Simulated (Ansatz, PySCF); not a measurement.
System: sum formula H8SiN3O, charge 1, multiplicity 1. It need not be the lowest isomer of its formula. 
Structure (B3LYP-D3(BJ)/def2-TZVP (Ansatz, a first-principles code) minimum search):
```
Si
O 1 1.6172
H 2 0.9619 1 123.44
N 1 1.6717 2 115.10 3 -77.55
H 4 1.0078 1 124.58 2 165.23
H 4 1.0082 5 112.41 1 172.77
N 1 1.6761 2 121.37 3 64.13
H 7 1.0087 1 124.33 2 38.92
H 7 1.0089 8 111.43 1 161.04
N 1 1.9052 2 92.83 3 171.74
H 10 1.0202 1 111.53 2 177.30
H 10 1.0214 11 107.70 1 -123.75
H 10 1.0215 11 107.79 12 -114.85
```
Charge +1, spin multiplicity 1.

Total electronic energies in hartree. Valence correlation only, unless marked. No spin-orbit coupling. No relativistic terms. CBS(X,Y): correlation extrapolated as X^-3; Hartree-Fock from the larger set. The bracket is a focal-point correction in the basis named.

```csv
level,program,energy (Eh)
B3LYP-D4/def2-TZVPD,Ansatz + dftd4,-533.87929
B3LYP/def2-TZVPD,PySCF,___
PBE0-D3(BJ)/def2-TZVPD,Ansatz + dftd3,-533.45523
PBE0/def2-TZVPD,Ansatz,-533.44657
B2PLYP/def2-TZVPD,Ansatz,___
MP2/6-31G*,Ansatz,-532.47025
RI-MP2/cc-pV(Q+d)Z,Ansatz,-532.98407
"RI-MP2/CBS(cc-pV(T+d)Z,cc-pV(Q+d)Z)+[CCSD(T)-MP2]/cc-pV(D+d)Z",Ansatz,-533.1005
"RI-MP2/CBS(cc-pV(T+d)Z,cc-pV(Q+d)Z)+[CCSD(T)-MP2]/cc-pV(T+d)Z",Ansatz,-533.1068
```

Task: What belongs in the gaps?

Result: 
- B3LYP/def2-TZVPD, energy (Eh): -533.86467
- B2PLYP/def2-TZVPD, energy (Eh): -533.53936
